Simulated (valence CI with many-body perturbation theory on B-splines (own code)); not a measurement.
E1 transitions of Bi70+

Calculated by valence CI with perturbative core correlation (CI+MBPT): three valence electrons over a frozen Dirac-Fock core [Ne], radial functions for each j: 11 s, 11 p, 9 d, 7 f, 5 g, 2 h, 1 i, with the one-electron correlation potential Σ1 (screened to all orders), the two-electron term Σ2, the three-electron term Σ3, Breit, model QED; selected single and double excitations, second order for the rest (own B-spline code, finite nucleus).

The last digits are not significant, and no measured levels were compared; by estimate large intervals hold to a few tenths of a per cent, small ones and those within an open d or f shell to about a per cent.

Lines 51 to 100 of 248 in falling wavelength, among levels below 17619 × 10³ cm⁻¹, chosen from the strongest by gf and those to the six lowest levels. Wavelengths and rates use the calculated energies. Electric multipoles are in the length gauge, E1 and E2 with the static RPA response of the core. Weak lines are less certain than strong ones. Lines between different terms over intervals too small for the method are left out, as are lines whose strength nearly cancels. The highest levels of a list are the least certain.

Levels are named by their leading jj configuration (3d3/2^4 stands for four electrons in 3d with j = 3/2), which in mixed levels can hold well under half, so a name can repeat and another be missing. Letters in brackets count levels of one name in rising energy.

```
λ vac (Å)                          Upper                       Lower   A (s⁻¹)  S (a.u.) with core polarisation  S without
    33.14     (3s 3d3/2 3d5/2) J=5/2 [b]  (3s 3p3/2 3d3/2) J=5/2 [b]  1.18e+11                         1.28e-02   1.29e-02
    33.13     (3s 3d3/2 3d5/2) J=7/2 [b]  (3s 3p3/2 3d3/2) J=5/2 [b]  3.67e+11                         5.26e-02   5.32e-02
    32.57  (3p1/2 3p3/2 3d5/2) J=3/2 [a]       (3p1/2 3p3/2^2) J=3/2  2.12e+11                         1.45e-02   1.47e-02
    32.52         (3s 3p1/2 3d5/2) J=3/2      (3s 3p1/2 3p3/2) J=1/2  3.48e+11                         2.36e-02   2.39e-02
    32.38     (3s 3p1/2 3d5/2) J=5/2 [a]      (3s 3p1/2 3p3/2) J=5/2  1.47e+10                         1.47e-03   1.49e-03
    32.26         (3s 3d3/2 3d5/2) J=1/2  (3s 3p3/2 3d3/2) J=1/2 [b]  3.99e+11                         1.32e-02   1.34e-02
    32.02     (3s 3d3/2 3d5/2) J=5/2 [b]  (3s 3p3/2 3d3/2) J=3/2 [b]  2.52e+11                         2.45e-02   2.47e-02
    31.82     (3s 3p1/2 3d5/2) J=5/2 [b]  (3s 3p1/2 3p3/2) J=3/2 [b]  2.79e+11                         2.66e-02   2.69e-02
    31.64         (3s 3p3/2 3d5/2) J=1/2          (3s 3p3/2^2) J=1/2  5.77e+11                         1.80e-02   1.82e-02
    31.59  (3p1/2 3p3/2 3d5/2) J=5/2 [a]       (3p1/2 3p3/2^2) J=5/2  2.26e+11                         2.11e-02   2.14e-02
    31.50      (3p1/2 3p3/2 3d5/2) J=1/2       (3p1/2 3p3/2^2) J=1/2  4.50e+11                         1.39e-02   1.40e-02
    31.49          (3p1/2^2 3d5/2) J=5/2       (3p1/2^2 3p3/2) J=3/2  1.64e+11                         1.51e-02   1.53e-02
    31.47     (3s 3p3/2 3d5/2) J=5/2 [a]          (3s 3p3/2^2) J=5/2  3.43e+11                         3.17e-02   3.21e-02
    31.45         (3s 3p1/2 3d5/2) J=3/2  (3s 3p1/2 3p3/2) J=3/2 [b]  1.03e+11                         6.33e-03   6.41e-03
    31.43     (3s 3d3/2 3d5/2) J=3/2 [b]  (3s 3p3/2 3d3/2) J=3/2 [b]  2.54e+11                         1.56e-02   1.57e-02
    31.32     (3s 3d3/2 3d5/2) J=7/2 [a]  (3s 3p3/2 3d3/2) J=5/2 [a]  4.46e+11                         5.41e-02   5.47e-02
    31.12  (3p1/2 3p3/2 3d5/2) J=3/2 [b]       (3p1/2 3p3/2^2) J=1/2  3.02e+11                         1.80e-02   1.82e-02
    31.05     (3s 3p3/2 3d5/2) J=5/2 [b]          (3s 3p3/2^2) J=3/2  8.41e+11                         7.46e-02   7.54e-02
    30.98             (3s^2 3d5/2) J=5/2          (3s^2 3p3/2) J=3/2  5.02e+11                         4.43e-02   4.48e-02
    30.96         (3s 3p1/2 3d5/2) J=7/2      (3s 3p1/2 3p3/2) J=5/2  3.56e+11                         4.17e-02   4.22e-02
    30.92  (3p1/2 3p3/2 3d5/2) J=5/2 [b]       (3p1/2 3p3/2^2) J=3/2  7.43e+11                         6.50e-02   6.58e-02
    30.83     (3s 3d3/2 3d5/2) J=5/2 [a]  (3s 3p3/2 3d3/2) J=3/2 [a]  4.06e+11                         3.52e-02   3.56e-02
    30.76     (3s 3p3/2 3d5/2) J=7/2 [a]          (3s 3p3/2^2) J=5/2  4.96e+11                         5.70e-02   5.76e-02
    30.65     (3s 3p1/2 3d5/2) J=5/2 [a]  (3s 3p1/2 3p3/2) J=3/2 [a]  4.60e+11                         3.92e-02   3.96e-02
    30.60     (3s 3p3/2 3d5/2) J=3/2 [b]          (3s 3p3/2^2) J=1/2  4.10e+11                         2.32e-02   2.35e-02
    30.58  (3p1/2 3p3/2 3d5/2) J=7/2 [b]       (3p1/2 3p3/2^2) J=5/2  5.86e+11                         6.62e-02   6.69e-02
    30.45     (3s 3d3/2 3d5/2) J=3/2 [a]  (3s 3p3/2 3d3/2) J=1/2 [a]  3.53e+11                         1.97e-02   1.99e-02
    30.29          (3p1/2^2 3d5/2) J=5/2  (3s 3p1/2 3d3/2) J=3/2 [a]  1.38e+11                         1.14e-02   1.15e-02
    30.26     (3s 3d3/2 3d5/2) J=3/2 [a]  (3s 3p3/2 3d3/2) J=3/2 [a]  1.20e+11                         6.55e-03   6.63e-03
    30.09     (3s 3p1/2 3d5/2) J=5/2 [b]      (3s 3p1/2 3p3/2) J=5/2  1.09e+11                         8.78e-03   8.89e-03
    30.00         (3s 3d3/2 3d5/2) J=9/2      (3s 3p3/2 3d3/2) J=7/2  5.31e+11                         7.07e-02   7.16e-02
    29.76         (3s 3p1/2 3d5/2) J=3/2      (3s 3p1/2 3p3/2) J=5/2  2.24e+10                         1.16e-03   1.18e-03
    29.42     (3s 3d3/2 3d5/2) J=7/2 [b]      (3s 3p3/2 3d3/2) J=7/2  9.71e+10                         9.76e-03   9.88e-03
    29.37     (3s 3d3/2 3d5/2) J=5/2 [b]  (3s 3p3/2 3d3/2) J=5/2 [a]  1.10e+11                         8.26e-03   8.36e-03
    29.07     (3s 3p3/2 3d5/2) J=7/2 [b]          (3s 3p3/2^2) J=5/2  2.85e+11                         2.77e-02   2.80e-02
    28.86             (3s^2 3p3/2) J=3/2          (3s 3p1/2^2) J=1/2  1.56e+09                         7.41e-05   7.50e-05
    28.60     (3s 3p1/2 3d5/2) J=5/2 [b]  (3s 3p1/2 3p3/2) J=3/2 [a]  6.12e+09                         4.24e-04   4.29e-04
    28.29         (3s 3p1/2 3d5/2) J=3/2  (3s 3p1/2 3p3/2) J=3/2 [a]  6.38e+10                         2.85e-03   2.89e-03
    18.89          (3p1/2^2 3d3/2) J=3/2          (3s^2 3p3/2) J=3/2  7.91e+08                         1.05e-05   1.07e-05
    15.51     (3s 3p1/2 3p3/2) J=3/2 [a]          (3s^2 3p1/2) J=1/2  3.85e+10                         2.83e-04   2.87e-04
    15.39     (3s 3p3/2 3d5/2) J=5/2 [a]          (3s^2 3d5/2) J=5/2  1.00e+12                         1.08e-02   1.10e-02
    15.37  (3p1/2 3p3/2 3d5/2) J=7/2 [a]  (3s 3p1/2 3d5/2) J=5/2 [b]  3.17e+11                         4.55e-03   4.61e-03
    15.27             (3s 3p3/2^2) J=5/2          (3s^2 3p3/2) J=3/2  1.69e+12                         1.78e-02   1.80e-02
    15.22          (3p1/2^2 3d5/2) J=5/2          (3s^2 3p3/2) J=3/2  1.66e+11                         1.73e-03   1.76e-03
    15.21     (3s 3p3/2 3d5/2) J=7/2 [a]          (3s^2 3d5/2) J=5/2  2.57e+11                         3.58e-03   3.62e-03
    15.21  (3p1/2 3p3/2 3d5/2) J=3/2 [a]      (3s 3p1/2 3d5/2) J=3/2  2.24e+12                         1.56e-02   1.58e-02
    15.20          (3p1/2 3p3/2^2) J=3/2      (3s 3p1/2 3p3/2) J=1/2  3.16e+12                         2.19e-02   2.22e-02
    15.16  (3p1/2 3p3/2 3d5/2) J=7/2 [a]      (3s 3p1/2 3d5/2) J=7/2  3.39e+11                         4.66e-03   4.73e-03
    15.13     (3s 3p3/2 3d5/2) J=3/2 [a]          (3s^2 3d5/2) J=5/2  6.57e+11                         4.49e-03   4.55e-03
    15.10          (3p1/2 3p3/2^2) J=5/2  (3s 3p1/2 3p3/2) J=3/2 [b]  1.90e+12                         1.94e-02   1.96e-02
```
